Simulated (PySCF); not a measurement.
## Core binding energy against partial charge

Compound: C6H12F2O.
Atom-mapped SMILES: `[CH3:1][CH:2]([CH3:3])[O:4][C@H:5]([CH3:6])[CH:7]([F:8])[F:9]`

Binding energies: delta-SCF UKS SCAN, pcX-2 on the ionised atom, pcseg-1 elsewhere, spin-free X2C in PySCF. Charges: PBE0/pcSseg-1 ground-state density, for the ionised atom.

| atom | environment | C 1s (eV) | Mulliken (e) | IAO (e) | Hirshfeld (e) | ESP (e) |
| --- | --- | --- | --- | --- | --- | --- |
| C3 | methyl carbon | 290.50 | -0.231 | -0.426 | -0.129 | -0.651 |
| C1 | methyl carbon | 290.64 | -0.228 | -0.412 | -0.122 | -0.596 |
| C6 | methyl carbon | 290.86 | -0.212 | -0.426 | -0.127 | -0.611 |
| C2 | sp3 carbon bound to oxygen | 292.15 | -0.079 | +0.111 | +0.051 | +0.644 |
| C5 | sp3 carbon bound to oxygen | 292.42 | -0.100 | +0.068 | +0.026 | +0.402 |
| C7 | CHF2 carbon | 295.36 | +0.577 | +0.444 | +0.140 | +0.302 |

Q: How well does each charge scheme correlate with the binding energies over these sites?

A: Mulliken: r = 0.97, slope 5.7 eV per e; IAO: r = 0.95, slope 4.7 eV per e; Hirshfeld: r = 0.94, slope 15.0 eV per e; ESP: r = 0.69, slope 2.1 eV per e. On 6 points no scheme stands out.

Q: The point-charge model writes a binding energy as kq + V + constant, with V the potential of the other atoms' charges at the site. What does it give with the Hirshfeld charges?

A: V = Σ 14.40 eV Å × q/r over all other atoms: +1.58 eV at C3, +1.64 eV at C1, +1.83 eV at C6, -1.32 eV at C2, -0.43 eV at C5, -1.62 eV at C7. Fitting binding energy − V to q gives k = 28.5 eV per e and leaves an rms residual of 0.33 eV, against 0.58 eV for the fit on q alone. The model has no term for differences in relaxation between sites.

One conformer (not necessarily the lowest) at the PBE0-D3(BJ)/def2-SVP geometry, without solvent, vibrations or thermal averaging.

Shape of the structure used: `[CH3:1][CH:2]([CH3:3])[O:4][C@H:5]([CH3:6])[CH:7]([F:8])[F:9]`: C1–C2–O4–C5 157°, C2–O4–C5–C6 -111°, O4–C5–C7–F8 -66°.
